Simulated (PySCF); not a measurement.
Name the molecule from its bond curve

A diatomic of charge 0 contains I. Its singlet curve at PW91 in a double-zeta basis (scalar-relativistic core potentials, PySCF), in eV from the separated fragments:

| R (Å) | E (eV) |
| --- | --- |
| 2.251 | -3.051 |
| 2.355 | -3.517 |
| 2.460 | -3.775 |
| 2.538 | -3.871 |
| 2.617 | -3.905 |
| 2.696 | -3.892 |
| 2.800 | -3.821 |
| 2.931 | -3.674 |
| 3.088 | -3.447 |
| 3.297 | -3.111 |

The fit gives ωe = 210 cm⁻¹ and the rotational constant Bₑ = 0.05452 cm⁻¹.

Q: Which atom is the partner?

A: The minimum lies at 2.631 Å, so the reduced mass is 16.8576 u Å² cm⁻¹/(Bₑ·Re²) = 44.67 u. With I at 126.90 u the partner weighs about 68.9 u: Ga. The molecule is GaI.

Spin–orbit coupling is left out.
